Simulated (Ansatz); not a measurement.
Total energies of CH5NOSiZn, SMILES `C1[NH][Zn][O][SiH2]1`.

Z-matrix (Å, degrees):
```
C
Si 1 1.945
Zn 1 2.556 2 70.9
N 1 1.478 2 113.1 3 17.7
H 1 1.099 2 106.7 3 138.3
H 1 1.099 2 107.2 3 -107.6
O 2 1.643 1 107.8 3 7.1
H 2 1.490 1 108.1 3 128.4
H 2 1.491 1 109.2 3 -113.8
H 4 1.009 1 112.4 2 -154.6
```

Total charge 0; spin multiplicity 1. For Zn the d shell is correlated and the shells below it are frozen. Scalar relativity is left out up to krypton. All single points use the PBE0-D4/def2-TZVP geometry. Basis def2-TZVPP, Ansatz 0.2.0.

RPA on PBE orbitals: Hartree–Fock energy of these orbitals -2236.81827 Eh, correlation -1.83732 Eh (frozen core).

```csv
functional,energy without D4 (Eh),D4 term (kJ/mol)
LDA (SPW92),-2234.67155,–
PBE,-2239.45967,-24.7
revPBE,-2239.83759,-74.2
BLYP,-2240.10762,-54.8
r2SCAN,-2239.94695,-5.7
B97M-V,-2239.61304,–
PBE0,-2239.51035,-20.8
B3LYP,-2240.14730,-40.3
r2SCANh,-2239.91855,-6.2
r2SCAN0,-2239.87839,-6.8
HSE06 (plane-wave form),-2239.49397,-19.4
BHLYP,-2239.93475,-31.7
CAM-B3LYP,-2240.12281,-21.1
LC-ωPBE,-2239.64889,–
ωB97X-V,-2239.80691,–
ωB97M-V,-2239.89631,–
B2PLYP,-2239.55040,–
PBE-QIDH,-2239.15913,–
```

B3LYP takes the VWN-RPA correlation (the form of Gaussian; ORCA's B3LYP/G). HSE06 is the plane-wave form, built on full-range PBE exchange. The double hybrids freeze the cores in their second-order part.

LC-ωPBE has ω = 0.4 bohr⁻¹.
